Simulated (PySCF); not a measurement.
## Working out the ionisation energy of Sb+

Sb+ [Kr] 4d10 5s2 5p2 (3P) → Sb(2+) [Kr] 4d10 5s2 5p1 (2P). All numbers are calculated (PySCF 2.14, the spin-free X2C one-electron Hamiltonian (Gaussian nucleus), in aug-cc-pwCVTZ-DK3 (10s9p7d4f1g, 109 functions)). Frozen: [Ar] 3d10. Energies in hartree (1 hartree = 27.21139 eV):

| part | Sb+ (lower) | Sb(2+) (upper) |
| --- | --- | --- |
| UHF | -6477.424149 | -6476.836151 |
| MP2 opposite-spin | -0.478827 | -0.468934 |
| MP2 same-spin | -0.251462 | -0.241514 |

Q: What does Hartree-Fock give?

A: (-6476.836151) − (-6477.424149) = 0.587998 hartree = 16.000 eV.

Q: What do MP2 and SCS-MP2 (6/5 opposite-spin, 1/3 same-spin) give?

A: The opposite-spin parts differ by 0.269 eV and the same-spin parts by 0.271 eV. MP2: 16.000 + (0.269) + (0.271) = 16.540 eV. SCS-MP2: 16.000 + 1.2 × (0.269) + (0.271)/3 = 16.413 eV.

A first-order spin-orbit estimate adds -0.068 eV to MP2 (valence and next inner shell), giving 16.472 eV against 16.626 ± 0.025 eV (measured; NIST Atomic Spectra Database, ionization energies).

What remains against the reference includes basis incompleteness, the frozen core and correlation beyond second order.
